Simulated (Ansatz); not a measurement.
Job for Ansatz (an electronic-structure program): R-B3LYP/def2-TZVPP on AlH4NO2 (SMILES [NH2][Al]([OH])[OH]), a point of a torsion scan.

Ansatz 0.2 input:
```yaml
crystal:
  periodic: [false, false, false]
  atoms:
    - {symbol: N, position_ang: [1.55947226, -0.10561561, -0.01979180]}
    - {symbol: Al, position_ang: [-0.05828695, 0.58218984, -0.38148412]}
    - {symbol: O, position_ang: [-1.24164145, 0.39497176, 0.75979826]}
    - {symbol: O, position_ang: [-0.38119389, 1.39627053, -1.78542478]}
    - {symbol: H, position_ang: [2.36804985, 0.49807915, 0.01361926]}
    - {symbol: H, position_ang: [1.60925546, -0.72036614, 0.78126514]}
    - {symbol: H, position_ang: [-2.14442050, 0.51072404, 1.01855018]}
    - {symbol: H, position_ang: [-0.10002027, 1.67652027, -2.64297546]}
basis:
  gaussian:
    orbitals: def2-TZVPP
hamiltonian:
  xc: {name: B3LYP}
scf: {lower_state_search: off}
```

Question: Give the final energy of this run.

Answer: -450.3198 hartree.
